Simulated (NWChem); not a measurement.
System: C₄H₁₂Si; SMILES C[Si](C)(C)C

NWChem input:

```
start job
memory heap 200 mb stack 900 mb global 1100 mb
geometry units angstroms
  C     -0.396564    -1.212745    -1.419970
  Si    -0.000027     0.000066    -0.000022
  C      0.000752     1.787015    -0.671495
  C     -1.322388    -0.166201     1.366747
  C      1.718231    -0.408114     0.724882
  H     -1.370003    -1.008019    -1.855354
  H     -0.404477    -2.241534    -1.071109
  H      0.338644    -1.144527    -2.216016
  H      0.223204     2.504536     0.113267
  H     -0.964705     2.052418    -1.091913
  H      0.743991     1.916278    -1.452483
  H     -2.314413     0.059959     0.987546
  H     -1.348842    -1.173194     1.771889
  H     -1.125667     0.512016     2.192273
  H      1.753444    -1.419767     1.115817
  H      2.495991    -0.323404    -0.028092
  H      1.975162     0.264489     1.537573
end
basis spherical
  * library def2-svp
end
dft
  xc xpbe96 cpbe96
  disp vdw 4
  iterations 150
end
driver
  maxiter 120
end
task dft optimize
task dft freq
```

Output (shortened):

```
             Northwest Computational Chemistry Package (NWChem) 7.3.0
             --------------------------------------------------------

 C1  symmetry detected

                             Geometry "geometry" -> ""
                             -------------------------

 Output coordinates in angstroms (scale by  1.889725989 to convert to a.u.)

  No.       Tag          Charge          X              Y              Z
 ---- ---------------- ---------- -------------- -------------- --------------
    1 C                    6.0000    -1.18641366    -1.21451902     0.87290040
    2 Si                  14.0000     0.00000808    -0.00012791    -0.00006129
    3 C                    6.0000     1.37940231    -0.98186626    -0.88183490
    4 C                    6.0000    -0.97124264     1.02645060    -1.28347448
    5 C                    6.0000     0.77813622     1.16975481     1.29237761
    6 H                    1.0000    -1.64767333    -1.89577409     0.16424923
    7 H                    1.0000    -1.98527787    -0.68701537     1.38644620
    8 H                    1.0000    -0.66506404    -1.81511053     1.61206084
    9 H                    1.0000     2.07363394    -0.31897312    -1.39054681
   10 H                    1.0000     0.97000753    -1.65859367    -1.62596741
   11 H                    1.0000     1.95293175    -1.57790133    -0.17837093
   12 H                    1.0000    -1.42785553     0.39033028    -2.03574500
   13 H                    1.0000    -1.76515232     1.59912371    -0.81376426
   14 H                    1.0000    -0.32374299     1.72972575    -1.79953541
   15 H                    1.0000     0.01989690     1.74415326     1.81453801
   16 H                    1.0000     1.33924770     0.61699894     2.03982065
   17 H                    1.0000     1.45964172     1.87590611     0.82786111

 Effective nuclear repulsion energy (a.u.)     243.4040033910

                                Z-matrix (autoz)
                                --------

 Units are Angstrom for bonds and degrees for angles

[...]

      ----------------------
      Optimization converged
      ----------------------

  Step       Energy      Delta E   Gmax     Grms     Xrms     Xmax
  ---- ---------------- -------- -------- -------- -------- --------
@    3    -448.59705841 -1.4D-06  0.00004  0.00002  0.00060  0.00136
                                     ok       ok       ok       ok

                                Z-matrix (autoz)
                                --------

 Units are Angstrom for bonds and degrees for angles

[...]

 Rotational Constants
 --------------------
 A=   0.101522 cm-1  (  0.146065 K)
 B=   0.101486 cm-1  (  0.146012 K)
 C=   0.101471 cm-1  (  0.145991 K)

 Temperature                      =   298.15K
 frequency scaling parameter      =   1.0000

 Zero-Point correction to Energy  =   89.599 kcal/mol  (  0.142785 au)
 Thermal correction to Energy     =   95.588 kcal/mol  (  0.152329 au)
 Thermal correction to Enthalpy   =   96.180 kcal/mol  (  0.153272 au)

 Total Entropy                    =   90.792 cal/mol-K
   - Translational                =   39.322 cal/mol-K (mol. weight =  88.0708)
   - Rotational                   =   26.825 cal/mol-K (symmetry #  =        1)
   - Vibrational                  =   24.645 cal/mol-K

 Cv (constant volume heat capacity) =   33.889 cal/mol-K
   - Translational                  =    2.979 cal/mol-K
   - Rotational                     =    2.979 cal/mol-K
   - Vibrational                    =   27.930 cal/mol-K

[normal modes left out]

 ----------------------------------------------------------------------------
 Normal Eigenvalue ||           Projected Infra Red Intensities
  Mode   [cm**-1]  || [atomic units] [(debye/angs)**2] [(KM/mol)] [arbitrary]
 ------ ---------- || -------------- ----------------- ---------- -----------
    1        0.000 ||    0.000000           0.000         0.000       0.000
    2        0.000 ||    0.000000           0.000         0.000       0.000
    3        0.000 ||    0.000000           0.000         0.000       0.000
    4        0.000 ||    0.000000           0.000         0.000       0.000
    5        0.000 ||    0.000000           0.000         0.000       0.000
    6        0.000 ||    0.000000           0.000         0.000       0.000
    7      143.115 ||    0.000000           0.000         0.000       0.000
    8      164.455 ||    0.000000           0.000         0.000       0.000
    9      164.669 ||    0.000000           0.000         0.000       0.000
   10      164.975 ||    0.000000           0.000         0.000       0.000
   11      177.961 ||    0.000000           0.000         0.000       0.000
   12      178.055 ||    0.000000           0.000         0.000       0.000
   13      221.089 ||    0.002216           0.051         2.160       1.752
   14      221.166 ||    0.002220           0.051         2.165       1.755
   15      221.224 ||    0.002226           0.051         2.170       1.760
   16      571.843 ||    0.000000           0.000         0.000       0.000
   17      650.041 ||    0.000000           0.000         0.000       0.000
   18      650.055 ||    0.000000           0.000         0.000       0.000
   19      650.062 ||    0.000000           0.000         0.000       0.000
   20      677.131 ||    0.009451           0.218         9.213       7.472
   21      677.233 ||    0.009443           0.218         9.205       7.465
   22      677.317 ||    0.009447           0.218         9.210       7.469
   23      793.992 ||    0.000000           0.000         0.000       0.000
   24      794.038 ||    0.000000           0.000         0.000       0.000
   25      849.541 ||    0.135537           3.127       132.129     107.154
   26      849.579 ||    0.135549           3.127       132.140     107.163
   27      849.618 ||    0.135562           3.128       132.153     107.174
   28     1211.324 ||    0.031688           0.731        30.891      25.052
   29     1211.359 ||    0.031680           0.731        30.884      25.046
   30     1211.392 ||    0.031658           0.730        30.862      25.028
   31     1224.267 ||    0.000001           0.000         0.001       0.000
   32     1376.859 ||    0.000000           0.000         0.000       0.000
   33     1376.890 ||    0.000000           0.000         0.000       0.000
   34     1376.904 ||    0.000000           0.000         0.000       0.000
   35     1381.131 ||    0.000000           0.000         0.000       0.000
   36     1381.172 ||    0.000000           0.000         0.000       0.000
   37     1396.675 ||    0.006109           0.141         5.956       4.830
   38     1396.703 ||    0.006110           0.141         5.956       4.831
   39     1396.737 ||    0.006101           0.141         5.948       4.823
   40     2968.685 ||    0.008164           0.188         7.958       6.454
   41     2968.799 ||    0.008153           0.188         7.948       6.446
   42     2968.867 ||    0.008183           0.189         7.978       6.470
   43     2970.541 ||    0.000020           0.000         0.019       0.016
   44     3066.341 ||    0.000161           0.004         0.156       0.127
   45     3066.443 ||    0.000065           0.001         0.063       0.051
   46     3067.185 ||    0.000276           0.006         0.269       0.218
   47     3067.280 ||    0.000135           0.003         0.132       0.107
   48     3067.340 ||    0.000458           0.011         0.447       0.362
   49     3068.340 ||    0.021435           0.495        20.895      16.946
   50     3068.399 ||    0.021421           0.494        20.882      16.935
   51     3068.487 ||    0.021624           0.499        21.080      17.095
 ----------------------------------------------------------------------------
```

Level: PBE-D3(BJ)/def2-SVP. The printed entropy takes a lower symmetry number than the molecule has.
